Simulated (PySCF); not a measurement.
## What builds the third ionisation energy along group 10

All values are computed (PySCF 2.14, energy differences of UHF-based or UKS calculations, no spin-orbit coupling). Each column adds one step, in eV (sums use unrounded values): valence MP2, valence CCSD, valence triples, then the next inner shell at CCSD(T) (Ni 3s 3p, Pd 4s 4p, Pt 5s 5p). References (NIST) marked * lie between the lowest fine-structure levels; the others compare directly ((s) semi-empirical, (t) theoretical).

```json
{"element": "Ni [Ar] 3d8 → [Ar] 3d7 (x2c-TZVPPall, spin-free X2C)", "UHF": "32.601", "+ MP2": "2.234", "+ CCSD": "-0.289", "+ (T)": "0.074", "+ inner shell": "0.211", "sum": "34.831", "reference": "35.187 ± 0.019 *"}
{"element": "Pd [Kr] 4d8 → [Kr] 4d7 (x2c-TZVPPall, spin-free X2C)", "UHF": "31.133", "+ MP2": "1.601", "+ CCSD": "-0.153", "+ (T)": "0.060", "+ inner shell": "-0.032", "sum": "32.608", "reference": "32.93 (s) *"}
{"element": "Pt [Xe] 4f14 5d8 → [Xe] 4f14 5d7 (x2c-TZVPPall, spin-free X2C)", "UHF": "29.160", "+ MP2": "1.469", "+ CCSD": "-0.107", "+ (T)": "0.068", "+ inner shell": "0.034", "sum": "30.624", "reference": "29 ± 1.6 (t) *"}
```

What remains against the references is mostly basis incompleteness and, for starred values, spin-orbit coupling.

These are valence bases, so the inner-shell step is incomplete.
